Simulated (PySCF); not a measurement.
**Working with the constants of GaB⁻**

UHF-CCSD(T) constants of GaB⁻, ⁴Σ⁻ (quartet), unpaired electrons σ ↑, π ↑↑ (PySCF, scalar-relativistic core potentials, basis sets Ga aug-cc-pVDZ-PP with ECP10, B aug-cc-pVDZ; masses 68.9256 and 11.0093 u):

- ωe: 504.8 cm⁻¹
- ωexe: 3.32 cm⁻¹
- Be: 0.3992 cm⁻¹
- αe: 0.00374 cm⁻¹
- De to Ga⁻ + B: 2.85 eV

**Question.** What force constant and bond length do these constants imply?

**Answer.** Reduced mass μred = 9.4930 u; k = 5.8918×10⁻⁷·μred·ωe² (u, cm⁻¹, mdyn/Å) = 1.43 mdyn/Å; Re = √(16.8576/(μred·Be)) (u, cm⁻¹, Å) = 2.109 Å.

**Question.** Estimate the centrifugal constant D from the Kratzer relation and find the Dunham coefficient a1.

**Answer.** D = 4Be³/ωe² = 9.99e-07 cm⁻¹; a1 = −1 − αeωe/(6Be²) = -2.97.

Correlated steps freeze 5 core orbitals. Correlated levels converge slowly with the basis: in double zeta they bind strong bonds too weakly, by up to about 1 eV, and carry superposition errors of some tenths. Spin–orbit coupling is left out. For an ion De counts to the pair picked by the measured ionisation energies or electron affinities, which need not be the lowest pair at this level. The state was picked by a PBE0 search and need not be the measured ground state.
